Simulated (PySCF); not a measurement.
Structure elucidation problem

The spectra below were simulated for a compound C₆H₈FN.

1H NMR (600 MHz, computed): δ 10.76 (br s, 1H), 7.70 (m, 1H), 4.88 (m, 1H), 2.55 (m, 1H), 1.28 (m, 1H), 1.16 (m, 1H), 1.00 (m, 1H), 0.95 (m, 1H).

13C{1H} NMR (computed): δ 174.8 (CH), 82.9 (CH), 38.1 (CH), 21.3 (C), 9.2 (CH2), 6.9 (CH2).

No relativistic terms, one computed conformer, isolated molecule. Geometry: GFN2-xTB; shielding tensors at PBE0/pcSseg-1 (GIAO); PySCF 2.14.

References, each an isolated molecule treated in the same way: 1H and 13C vs TMS.

Problem. Choose the structure that fits.
A. [H]/N=C/[C@@H]1[C@@H](F)C12CC2
B. C/C(F)=C(/C)CC#N
C. C=C=C/C(=C\F)CN

Solution. A. 

- The formula gives 3 degrees of unsaturation (2 rings in the answer).
- 6 carbon signals for 6 carbons: no two carbons are equivalent.
- Carbon types of the structure: 1 × C, 3 × CH, 2 × CH2, leaving 1 H on heteroatoms.
- δC 174.8: C=N carbon.
- δC 82.9, 38.1, 21.3, 9.2, 6.9: three-membered-ring carbon.
- δH 10.76: hydrogen on an imine nitrogen; exchangeable; this is the value without hydrogen bonding to other molecules.
- δH 7.70: hydrogen on a C=N carbon.
- δH 4.88, 2.55, 1.28, 1.16, 1.00, 0.95: hydrogen on a three-membered-ring carbon.

The others: C/C(F)=C(/C)CC#N would give 3 signals for carbon-bound and other non-exchanging H, not 7; C=C=C/C(=C\F)CN would give 4 signals for carbon-bound and other non-exchanging H, not 7.

OH/NH shifts are gas-phase values; hydrogen bonding in solution moves them, usually downfield. Splittings by 19F in the carbon and heteronuclear signals aren't shown, as no couplings were computed. Shifts are as computed. Against solution values, carbons near 30 ppm lie about +3 ppm off and those near 130 ppm about +5 ppm (rms about the fit 2.1 ppm; single classes can miss by 10 ppm). Of 1328 compounds with measured shifts, 309 miss one by over three times the rms of a fit or turn the order of signals round; such compounds aren't used in these exercises. Signals without a measured value on file couldn't be tested in this way; 1H shifts scatter by 0.2 ppm about their fit, and single ones miss by 0.5 ppm. No couplings were computed; multiplicities are counted from neighbouring protons, with m where these are inequivalent, close in shift, in a saturated or five-membered ring or joined by F or P, and br s for small geminal =CH2 splittings.
